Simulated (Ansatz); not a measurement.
One change: `N[Si](N)([AlH2])[SiH3]` becomes `N[Si](N)([SiH3])Cl`.

Ansatz, PBE0-D4/def2-TZVP geometries, multiplicity 1. Each molecule was computed in one conformer, which needn't be the lowest.

```tsv
property	`N[Si](N)([AlH2])[SiH3]`
size of the dipole moment (B3LYP/def2-TZVPP) / D	1.48
HOMO energy (B3LYP/def2-TZVPP) / eV	-6.05
LUMO energy (PBE/def2-TZVPP) / eV	-2.72
size of the dipole moment (PBE/def2-TZVPP) / D	1.61
LUMO energy (ωB97M-V/def2-TZVPP) / eV	-0.38
HOMO energy (PBE/def2-TZVPP) / eV	-5.16
```

(1) Give the same properties after the change, and the shifts. (An estimate is asked.)

Results:

(1) Computed: 
```
                                        property  `N[Si](N)([SiH3])Cl`  shift
size of the dipole moment (B3LYP/def2-TZVPP) / D                  2.09   0.61
             HOMO energy (B3LYP/def2-TZVPP) / eV                 -7.12  -1.07
               LUMO energy (PBE/def2-TZVPP) / eV                 -0.58   2.14
  size of the dipole moment (PBE/def2-TZVPP) / D                  2.12   0.51
           LUMO energy (ωB97M-V/def2-TZVPP) / eV                  1.96   2.34
               HOMO energy (PBE/def2-TZVPP) / eV                 -6.06  -0.90
```

With PBE0 the HOMO falls by 1.10 eV and the LUMO rises by 2.23 eV, so the gap widens by about 3.33 eV. PBE moves the HOMO by -0.90 eV and ωB97M-V by -1.27 eV. Dipoles are sizes alone; their direction can turn.

B3LYP here is the variant with VWN-RPA as its local correlation; programs differ in this.
